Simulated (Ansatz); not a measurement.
Consider the substitution at a C–Si bond: `C/C=C(\O)[SiH3]` + HBr → `C/C=C(\O)Br` + SiH₄.

Program: Ansatz. Geometries: PBE0-D4/def2-TZVP. ΔE: electronic, gas phase. CBS: MP2 limit from def2 TZ/QZ plus the TZ coupled-cluster correction, frozen cores. This one scheme is used for every species. Double bonds are as drawn, so ΔE can hold a change between cis and trans. DFT in def2-TZVPP. B3LYP here is the variant with VWN-RPA as its local correlation; programs differ in this. For Br outer-core shells are correlated without core-valence functions, which leaves a few kJ/mol of doubt a bond. Scalar relativity is left out up to krypton. One conformer a species, not always the lowest.

Task: Is it downhill or uphill in electronic energy at CCSD(T)/CBS, and by how much? (An estimate is asked.)

Result: The calculation gave: Uphill: ΔE = +0.44 eV.

Task: What do these levels give: r2SCAN-D4, B3LYP-D4, ωB97X-V, B2PLYP, r2SCAN, HF/def2-TZVPP, MP2/def2-TZVPP, CCSD/def2-TZVPP, CCSD(T)/def2-TZVPP, HF/def2-QZVPP, MP2/def2-QZVPP, SCS-MP2/def2-QZVPP? (Best estimate.)

Result: The calculation gave: r2SCAN-D4 0.39, B3LYP-D4 0.40, ωB97X-V 0.40, B2PLYP 0.39, r2SCAN 0.38, HF/def2-TZVPP 0.44, MP2/def2-TZVPP 0.37, CCSD/def2-TZVPP 0.42, CCSD(T)/def2-TZVPP 0.41, HF/def2-QZVPP 0.45, MP2/def2-QZVPP 0.39, SCS-MP2/def2-QZVPP 0.39 eV.

Largest T1 diagnostic among the species: 0.012.

In def2-TZVPP, CCSD(T) changes the Hartree–Fock value by −0.03 eV (the triples alone add −0.02 eV) and MP2 by −0.07 eV. From PBE to PBE0 (25 % exact exchange), in def2-TZVPP and without D4, ΔE moves by +0.04 eV.
